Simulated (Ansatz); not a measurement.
BFH₃NSi (`FB1N[SiH2]1`), relaxed with RKS PBE0-D4/def2-TZVP in the Gaussian-basis code of Ansatz from a PBE-D4/def2-SVP geometry. The force threshold is 0.005 eV/Å; the program also tests the step.

The species carries charge 0 and has multiplicity 1.

Start:

```xyz
7

F    -1.696   -1.749   -0.400
B    -0.790   -0.794   -0.205
N     0.206   -0.518    0.722
Si    0.241    0.833   -0.483
H     0.626   -0.899    1.575
H     1.513    0.938   -1.283
H    -0.100    2.190    0.074
```

| step | energy (eV) | largest force (eV/Å) | largest move (Å) |
| --- | --- | --- | --- |
| 1 | -12804.8730 | 0.621 | 0.000 |
| 2 | -12804.9033 | 0.397 | 0.019 |
| 3 | -12804.9116 | 0.108 | 0.016 |
| 4 | -12804.9120 | 0.162 | 0.014 |
| 5 | -12804.9123 | 0.018 | 0.004 |
| 6 | -12804.9123 | 0.009 | 0.002 |
| 7 | -12804.9123 | 0.002 | 0.000 |

End:

```xyz
7

F    -1.674   -1.737   -0.386
B    -0.785   -0.781   -0.212
N     0.206   -0.503    0.709
Si    0.248    0.820   -0.462
H     0.611   -0.890    1.548
H     1.492    0.928   -1.268
H    -0.099    2.163    0.070
```

Hardware: 2 threads of an Arm Neoverse V1 on a shared host. Wall time 21 s, peak host memory 0.27 GiB.
